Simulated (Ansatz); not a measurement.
Cost and result for the atomization energy of C2H7AlSSi (12 atoms, 13 bonds).

Cartesian coordinates in Å:
```
C 0.0230 0.5701 -2.0081
Si 0.2629 -0.4448 -0.4517
Al -1.4047 -0.7685 1.1291
C 0.0967 0.5800 1.1287
S 0.4714 -0.4892 2.5177
H -0.8641 1.2017 -1.9265
H 0.8885 1.2117 -2.1921
H -0.1051 -0.0815 -2.8756
H 1.5464 -1.2165 -0.5233
H -2.8172 -0.8931 1.8206
H 0.4069 1.6086 1.2856
H 1.4953 -1.2786 2.0956
```

The species carries charge 0 and has multiplicity 1. The bonds changed during the relaxation, so this is another structure than the one it started from. All single points use the PBE0-D4/def2-TZVP geometry. It is one conformer, not always the lowest. Program: Ansatz. All runs use 4 threads of an Intel Xeon Platinum 8375C on a shared host. Times are those of one run each, without the atoms' runs, and a repeat can differ threefold. Electronic energies, without spin–orbit coupling; frozen cores. CCSD(T)/CBS adds CCSD(T) − MP2 in def2-TZVPP to the MP2 limit, and its time is that of the two runs behind it. T1 = 0.013. B3LYP takes the VWN-RPA correlation (the form of Gaussian; ORCA's B3LYP/G).

CCSD(T)/CBS is a level of theory with its own doubt, some kJ/mol a heavy atom from the limit and from the frozen cores, so smaller differences don't rank the functionals.

| level | functions | wall time |
| --- | --- | --- |
| PBE-D4/def2-TZVPP (with forces) | 286 | 2.5 s |
| PBE0-D4/def2-TZVPP | 286 | 3.3 s |
| r2SCAN-D4/def2-TZVPP (with forces) | 286 | 4.4 s |
| B3LYP-D4/def2-TZVPP (with forces) | 286 | 4.9 s |
| B2PLYP/def2-TZVPP | 286 | 6 s |
| ωB97X-V/def2-TZVPP | 286 | 7.5 s |
| ωB97M-V/def2-TZVPP (with forces) | 286 | 11 s |
| MP2/def2-QZVPP | 534 | 23 s |
| CCSD(T)/def2-TZVPP | 286 | 90 s |
| CCSD(T)/CBS(def2) | – | 110 s |

(1) What atomization energy does each give, and how far from CCSD(T)/CBS? (Best estimate.)

## Answers

(1) The calculation gave: 
```json
{"level": "PBE-D4/def2-TZVPP (with forces)", "atomization (kcal/mol)": "963.3", "difference from CCSD(T)/CBS": "14.1", "per bond": "1.1"}
{"level": "PBE0-D4/def2-TZVPP", "atomization (kcal/mol)": "953.2", "difference from CCSD(T)/CBS": "4.0", "per bond": "0.3"}
{"level": "r2SCAN-D4/def2-TZVPP (with forces)", "atomization (kcal/mol)": "956.9", "difference from CCSD(T)/CBS": "7.7", "per bond": "0.6"}
{"level": "B3LYP-D4/def2-TZVPP (with forces)", "atomization (kcal/mol)": "943.5", "difference from CCSD(T)/CBS": "-5.7", "per bond": "-0.4"}
{"level": "B2PLYP/def2-TZVPP", "atomization (kcal/mol)": "932.4", "difference from CCSD(T)/CBS": "-16.8", "per bond": "-1.3"}
{"level": "ωB97X-V/def2-TZVPP", "atomization (kcal/mol)": "954.6", "difference from CCSD(T)/CBS": "5.4", "per bond": "0.4"}
{"level": "ωB97M-V/def2-TZVPP (with forces)", "atomization (kcal/mol)": "952.9", "difference from CCSD(T)/CBS": "3.7", "per bond": "0.3"}
{"level": "MP2/def2-QZVPP", "atomization (kcal/mol)": "948.4", "difference from CCSD(T)/CBS": "-0.8", "per bond": "-0.1"}
{"level": "CCSD(T)/def2-TZVPP", "atomization (kcal/mol)": "922.9", "difference from CCSD(T)/CBS": "-26.3", "per bond": "-2.0"}
{"level": "CCSD(T)/CBS(def2)", "atomization (kcal/mol)": "949.2", "difference from CCSD(T)/CBS": "0.0", "per bond": "0.0"}
```

From PBE to PBE0 (25 % exact exchange), in def2-TZVPP and without D4, the atomization energy moves by −9.0 kcal/mol: exact exchange takes away binding that semilocal exchange gives to molecules. The D4 term adds +12.3 kcal/mol with B3LYP and +6.5 kcal/mol with PBE0; it sums over pairs of atoms, weighted by their polarisabilities, and B3LYP, whose exchange is more repulsive, gets the larger term. In def2-TZVPP, CCSD(T) changes the Hartree–Fock value by +234.2 kcal/mol (the triples alone add +15.6 kcal/mol) and MP2 by +244.2 kcal/mol; breaking electron pairs costs correlation energy, which Hartree–Fock lacks.
